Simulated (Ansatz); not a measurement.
Born–Oppenheimer molecular dynamics of BrFGeH$_{4}$ (7 atoms, charge 0, multiplicity 1). It starts at the highest image of a converged band, a first-order saddle point between two minima.

These are results of RKS PBE-D4/def2-SVP in Ansatz, not measurements.

- ensemble: NVE (velocity Verlet)
- time step: 0.5 fs
- steps asked: 200
- starting velocities drawn for: 100 K
- seed: 11908

First frame:

```xyz
7
Properties=species:S:1:pos:R:3
Ge -0.174 0.073 -0.063
H 0.068 -0.641 1.559
H 1.304 0.549 -0.018
F -0.882 1.437 -0.922
H -0.580 -1.234 -0.768
Br -2.442 0.318 1.568
H -0.875 -0.383 1.794
```

(1) How far do the bonds stretch over the last three quarters of this one trajectory? (Pairs bonded in most of those frames.)

Results:

(1) 
```csv
bond,mean (Å),spread (Å),shortest,longest
Ge1–H3,1.548,0.009,1.53,1.56
Ge1–F4,1.756,0.026,1.70,1.80
Ge1–H5,1.550,0.019,1.51,1.59
Ge1–Br6,2.391,0.267,2.05,2.77
H2–H7,0.782,0.044,0.72,0.90
```

Mean temperature of the second half: 2297 K. The conserved energy stayed within 0.17 meV per atom of its start (net change 0.053 meV per atom), so the integration is sound. The kinetic energy rose, since the run started high on the potential surface and went downhill. It ends in pieces (BrFGeH2 + H2), so much of that is their flight and rotation, not heat. A run of 0.1 ps of so small a system gives no equilibrium averages. The orbitals stay closed-shell, which can raise the energy where a bond breaks towards radicals; this wasn't checked here.

Time of the run: 2.4 min on 2 threads of Intel(R) Xeon(R) 6975P-C (Granite Rapids) (shared host), peak memory 0.16 GiB.
